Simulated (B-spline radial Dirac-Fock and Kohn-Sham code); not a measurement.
# Two-hole binding energies of V⁺

System: V⁺, [Ar] 3d4.

Level of theory: Dirac-Fock ΔSCF + Breit + QED; a radial atomic solver. U is the two-hole binding energy less the two single-hole energies, the effective repulsion of the holes after relaxation. Each two-hole energy is an average over J within one jj subconfiguration.

```
          holes  E(a) (eV)  E(b) (eV)  E(ab) (eV)  U (eV)
           1s⁻²     5479.1     5479.1     11275.8   317.7
   1s⁻¹ 2p1/2⁻¹     5479.1      534.3      6092.7    79.3
   1s⁻¹ 2p3/2⁻¹     5479.1      527.4      6084.4    77.9
   1s⁻¹ 3p3/2⁻¹     5479.1      53.90      5554.3    21.4
           2s⁻²      642.2      642.2      1333.9    49.4
   2s⁻¹ 2p1/2⁻¹      642.2      534.3      1221.0    44.4
   2s⁻¹ 2p3/2⁻¹      642.2      527.4      1213.8    44.2
        2p3/2⁻²      527.4      527.4           ?       ?
   2s⁻¹ 3p1/2⁻¹      642.2      54.68       716.4    19.5
   2s⁻¹ 3p3/2⁻¹      642.2      53.90       715.5    19.4
   2p1/2⁻¹ 3s⁻¹      534.3      85.75       640.5    20.4
2p3/2⁻¹ 3p1/2⁻¹      527.4      54.68       602.1    20.0
3p1/2⁻¹ 3p3/2⁻¹      54.68      53.90       125.1    16.5
        3p3/2⁻²      53.90      53.90       124.6    16.9
```

Q: Give the missing two-hole energy and U.

A: E(ab) = 1109.7 eV and U = 54.8 eV.

Values without a named source are computed, but for edge energies of neutral atoms, which are taken from tables.
